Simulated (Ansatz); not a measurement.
Geometry optimisation, RKS BHLYP/def2-SVPD (Ansatz).

input.yaml

```yaml
crystal:
  periodic: [false, false, false]
  atoms:
    - { symbol: "N", position_ang: [-0.26416, 0.83419, -0.16653] }
    - { symbol: Si, position_ang: [0.30848, -0.69074, 0.26662] }
    - { symbol: O, position_ang: [1.17735, -1.18008, 1.38546] }
    - { symbol: F, position_ang: [-0.31779, -1.62207, -0.86908] }
    - { symbol: H, position_ang: [0.94995, -0.02017, 1.36773] }
    - { symbol: H, position_ang: [-0.85267, 0.99149, -0.9679] }
basis:
  gaussian: { orbitals: def2-SVPD }
hamiltonian:
  xc: { name: BHLYP }
relax:
  f_tol: 0.02
  max_steps: 50
```

Run as:

```bash
$ ansatz run input.yaml --threads 2 --pin off --max-ram 3072MiB --backend cpu --events-out ev --progress --plain --runs-dir out
```

Task: Where does it end, and by what steps?

Result: The run converged. After 10 steps the energy has fallen by 4.005 eV; H5 moved furthest, 0.67 Å. The start is strongly strained (largest force component 12 eV/Å), so its close contacts needn't be bonds. Parted: Si2–H5 (1.44 → 2.22 Å).

| step | energy less start (eV) | largest force component (eV/Å) | accepted |
| --- | --- | --- | --- |
| 0 | 0.0000 | 11.654 | yes |
| 1 | -1.9235 | 6.977 | yes |
| 2 | -2.1537 | 16.371 | yes |
| 3 | -3.5682 | 1.116 | yes |
| 4 | -3.8459 | 0.805 | yes |
| 5 | -3.9521 | 0.640 | yes |
| 6 | -3.9888 | 0.555 | yes |
| 7 | -3.9963 | 0.511 | yes |
| 8 | -4.0042 | 0.045 | yes |
| 9 | -4.0045 | 0.026 | yes |
| 10 | -4.0046 | 0.003 | yes |

```xyz
6
Properties=species:S:1:pos:R:3
N -0.362 0.901 -0.286
Si 0.101 -0.568 0.001
O 1.043 -0.997 1.245
F -0.170 -1.953 -0.745
H 1.329 -0.304 1.834
H -0.941 1.234 -1.033
```

Whether the end is a true minimum wasn't checked by a vibrational analysis.

Run time: 21 s on 2 threads of Arm Neoverse V2, on a shared host, peak memory 0.21 GiB.
